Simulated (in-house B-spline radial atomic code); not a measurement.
## How G0W0 and RPA depend on the start: C2+

Configuration [He] 2s2. Computed with a B-spline radial code for spherical atoms: all electrons, scalar-relativistic (spin-free one-electron X2C), finite nucleus, each spin shell either full or empty, empty states to l = 9 with an (l + 1/2)⁻⁴ tail; G0W0 by contour deformation at full frequency.

| start | mean-field 2s (eV) | G0W0 (eV) | QP weight | RPA correlation (Eh) |
| --- | --- | --- | --- | --- |
| Hartree-Fock | -46.12 | -47.59 | 0.966 | -0.16751 |
| LDA VWN5 | -40.17 | -47.90 | 0.921 | -0.23187 |
| PBE | -40.38 | -47.85 | 0.922 | -0.23065 |
| PBE0 | -42.05 | -47.81 | 0.939 | -0.20673 |
| r2SCAN | -40.68 | ? | ? | ? |
| HSE06 | -41.63 | -47.81 | 0.935 | -0.21093 |
| B3LYP (VWN-RPA) | -41.79 | -47.81 | 0.934 | -0.21125 |
| SCAN | -40.71 | -47.89 | 0.930 | -0.2225 |
| TPSS | -40.67 | -47.84 | 0.926 | -0.22485 |
| BHandHLYP | -43.63 | -47.73 | 0.950 | -0.19038 |
| CAM-B3LYP | -43.62 | ? | ? | ? |
| LC-wPBE | -45.30 | -47.71 | 0.957 | -0.18527 |
| wB97X | -44.69 | -47.72 | 0.956 | -0.18563 |
| PBEsol | -40.18 | -47.87 | 0.922 | -0.23035 |
| BLYP | -40.30 | -47.83 | 0.920 | -0.2313 |
| r2SCAN0 | -42.22 | -47.82 | 0.942 | -0.20264 |
| LDA exchange-only | -38.72 | -47.80 | 0.921 | -0.23079 |

Problem. What G0W0 level, weight and RPA correlation energy follow from the r2SCAN start?

Solution. G0W0 level -47.89 eV, weight 0.930, RPA correlation -0.22203 hartree.

Problem. What G0W0 level, weight and RPA correlation energy follow from the CAM-B3LYP start?

Solution. G0W0 level -47.76 eV, weight 0.948, RPA correlation -0.19429 hartree.

Problem. How much of the dependence on the start does G0W0 remove?

Solution. The mean-field levels span 7.4 eV and the G0W0 levels 0.308 eV. Against 47.888 eV (NIST, measured) the G0W0 removal energies are off by -0.30 to +0.01 eV.
